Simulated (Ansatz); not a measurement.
`c1sc(-c2sc(-c3scc4c3OCCO4)c3c2OCCO3)c2c1OCCO2`, relaxed as a singlet with RKS r2SCAN-D4/def2-SVP in Ansatz, starting from the GFN2-xTB geometry. Force threshold 0.03 eV/Å.

Single mean-field runs in def2-SVP are fitted with def2-universal-jkfit.

Start:

```xyz
41

C    -1.732    4.312    1.423
S    -0.384    3.538    0.686
C    -1.047    1.955    0.981
C    -0.344    0.777    0.585
S     0.754    0.796   -0.772
C     1.111   -0.893   -0.586
C     1.992   -1.588   -1.454
S     2.310   -3.289   -1.281
C     3.374   -3.282   -2.637
C     3.479   -2.043   -3.193
C     2.686   -1.074   -2.526
O     2.611    0.232   -2.915
C     3.130    0.419   -4.217
C     4.454   -0.330   -4.383
O     4.264   -1.728   -4.267
C     0.414   -1.422    0.477
C    -0.400   -0.481    1.147
O    -1.112   -0.800    2.266
C    -0.719   -2.043    2.812
C    -0.549   -3.098    1.717
O     0.501   -2.735    0.843
C    -2.264    2.059    1.616
C    -2.646    3.407    1.868
O    -3.822    3.738    2.483
C    -4.735    2.657    2.506
C    -4.033    1.357    2.905
O    -3.064    1.002    1.940
H    -1.779    5.379    1.491
H     3.857   -4.183   -2.953
H     2.410    0.054   -4.962
H     3.269    1.494   -4.337
H     5.160    0.017   -3.617
H     4.876   -0.162   -5.375
H    -1.504   -2.329    3.514
H     0.233   -1.928    3.349
H    -1.487   -3.191    1.152
H    -0.275   -4.065    2.140
H    -5.186    2.530    1.512
H    -5.507    2.928    3.227
H    -3.556    1.484    3.887
H    -4.741    0.529    2.947
```

```
step  energy (eV)  largest force component (eV/Å)  SCF passes
   1  -63628.3203                           0.669          22
   2  -63628.4421                           0.272          21
   3  -63628.4567                           0.126          21
   4  -63628.4624                           0.072          21
   5  -63628.4648                           0.030          21
   6  -63628.4667                           0.030          20
   7  -63628.4676                           0.037          21
   8  -63628.4684                           0.046          21
   9  -63628.4688                           0.041          21
  10  -63628.4691                           0.028          21
```

Force components are those of the run's own axes.

End:

```xyz
41

C    -1.603    4.316    1.693
S    -0.235    3.508    1.013
C    -1.017    1.943    1.078
C    -0.350    0.747    0.638
S     0.694    0.753   -0.766
C     1.108   -0.938   -0.575
C     1.999   -1.623   -1.464
S     2.367   -3.330   -1.317
C     3.406   -3.308   -2.699
C     3.478   -2.051   -3.252
C     2.679   -1.097   -2.555
O     2.595    0.209   -2.928
C     3.073    0.418   -4.255
C     4.387   -0.309   -4.467
O     4.214   -1.718   -4.348
C     0.431   -1.460    0.520
C    -0.379   -0.517    1.210
O    -1.060   -0.834    2.342
C    -0.601   -2.052    2.919
C    -0.449   -3.126    1.860
O     0.553   -2.756    0.917
C    -2.287    2.077    1.617
C    -2.612    3.425    1.975
O    -3.811    3.763    2.523
C    -4.794    2.745    2.348
C    -4.219    1.377    2.659
O    -3.172    1.056    1.752
H    -1.609    5.394    1.845
H     3.919   -4.209   -3.032
H     2.321    0.058   -4.983
H     3.199    1.504   -4.377
H     5.131    0.044   -3.727
H     4.776   -0.123   -5.479
H    -1.349   -2.347    3.669
H     0.370   -1.887    3.425
H    -1.413   -3.280    1.339
H    -0.125   -4.078    2.305
H    -5.170    2.762    1.306
H    -5.622    2.988    3.030
H    -3.834    1.357    3.698
H    -4.986    0.597    2.547
```

By distances, no bond broke or formed. The bond that changes most is C9–H29, from 1.07 to 1.09 Å (atoms count from 1).

The force fell under the threshold at step 6, but the optimiser went on and released 0.002 eV more. No frequencies were taken in this run, so the end may be a saddle point.

Hardware: 2 threads of AMD EPYC 7R13 on a shared host and a share (18 GiB) of an NVIDIA H100 80GB HBM3. Wall time 45 s, peak host memory 0.94 GiB.
